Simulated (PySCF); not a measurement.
**Vertical excitation energies**

Species: SiEt2(NHEt)2, C8H22N2Si.
Bonds: Si1–C2, Si1–C9, Si1–N16, Si1–N25, C2–C3, C9–C10, N16–C17, C17–C18, N25–C26, C26–C27. Hydrogens: H4, H5 on C2; H6, H7, H8 on C3; H11, H12 on C9; H13, H14, H15 on C10; H19 on N16; H20, H21 on C17; H22, H23, H24 on C18; H28 on N25; H29, H30 on C26; H31, H32, H33 on C27.

Method used: PySCF 2.14.0, density-fitted response routines, TDDFT B3LYP/def2-SVPD, vertical, gas phase, core orbitals frozen in the response. One conformer (not necessarily the lowest) at the PBE0-D3(BJ)/def2-SVP geometry, without solvent, vibrations or thermal averaging.

| state | E (eV) | λ (nm) | f | main configurations (H = HOMO, L = LUMO) |
| --- | --- | --- | --- | --- |
| S1 | 5.50 | 225.5 | 0.016 | H→L (92%) |
| S2 | 5.63 | 220.0 | 0.027 | H-1→L (75%), H→L+1 (16%) |
| S3 | 5.95 | 208.2 | 0.0061 | H→L+1 (76%), H-1→L (16%) |
| S4 | 6.03 | 205.8 | 0.0016 | H→L+2 (82%) |
| S5 | 6.09 | 203.5 | 0.013 | H-1→L+1 (58%), H→L+3 (26%) |
| S6 | 6.16 | 201.3 | 0.011 | H→L+3 (59%), H-1→L+1 (19%) |
| S7 | 6.22 | 199.3 | 0.013 | H-1→L+2 (78%) |
| S8 | 6.34 | 195.5 | 0.0038 | H-1→L+3 (85%) |
| S9 | 6.73 | 184.2 | 0.0056 | H→L+4 (63%), H→L+5 (28%) |
| S10 | 6.82 | 181.9 | 0.011 | H→L+5 (60%), H→L+4 (29%) |

Triplets (Tamm–Dancoff): T1 5.37 eV, H→L (84%); T2 5.48 eV, H-1→L (67%), H→L+1 (20%); T3 5.87 eV, H→L+1 (57%), H→L+2 (26%), H-1→L (10%); T4 5.96 eV, H→L+2 (58%), H→L+1 (11%), H-1→L (10%).

The lowest singlet comes at 225 nm (531 kJ/mol) in the ultraviolet; it is weak; its leading configuration is HOMO→LUMO (92%). The most intense listed level is S2 at 5.63 eV (220 nm, f = 0.027), 0.14 eV above S1. Löwdin shares by element: HOMO nitrogen 52%, silicon 7%, carbon 6% or more (atoms not listed hold the other 34%); LUMO carbon 20% or more, silicon 6% (atoms not listed hold the other 73%). Weighted by f, the mean energy of these states is 6.02 eV. The listed states span 1.32 eV, and the widest gap between neighbours is 0.39 eV (S8 to S9). Orbital energies (eV): HOMO-3 -8.39, HOMO-2 -7.73, HOMO-1 -6.27, HOMO -6.08, LUMO 0.25, LUMO+1 0.60, LUMO+2 0.68. No computed singlet lies in the visible range (380 to 750 nm); the lowest, at 225 nm, stands 2.24 eV above its violet end (3.26 eV). Only the lowest 10 singlets were computed, as vertical energies without vibronic structure.

Without π bonds the low states are Rydberg-like; a valence basis with one diffuse set may place them up to an eV too high.
